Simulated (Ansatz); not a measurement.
Reaction (ligand exchange at the Si–O bond): `[SiH3]OB(S)S` + `N[SiH2]S` → `[SiH3]N[SiH2]S` + `OB(S)S`

Gas-phase electronic energies from Ansatz, PBE0-D4/def2-TZVP geometries. CBS: MP2 limit from def2 TZ/QZ plus the TZ coupled-cluster correction, frozen cores. This one scheme is used for every species. DFT in def2-TZVPP. One conformer a species, not always the lowest.

```json
{"level": "PBE-D4", "ΔE (kJ/mol)": "25.1"}
{"level": "r2SCAN", "ΔE (kJ/mol)": "30.2"}
{"level": "SCS-MP2/def2-QZVPP", "ΔE (kJ/mol)": "32.9"}
{"level": "CCSD/CBS(def2)", "ΔE (kJ/mol)": "32.4"}
```

Question: What does CCSD(T)/CBS give? (An estimate is asked.)

Answer: The calculation gave: +31.0 kJ/mol. The listed levels differ from it by -5.9, -0.8, 1.9, 1.4 kJ/mol.

Largest T1 diagnostic among the species: 0.013.

In def2-TZVPP, CCSD(T) changes the Hartree–Fock value by −10.7 kJ/mol (the triples alone add −1.4 kJ/mol) and MP2 by −10.3 kJ/mol.

CCSD(T)/CBS has its own doubt, a few kJ/mol and more with outer-core shells, so smaller differences from it don't rank the levels.
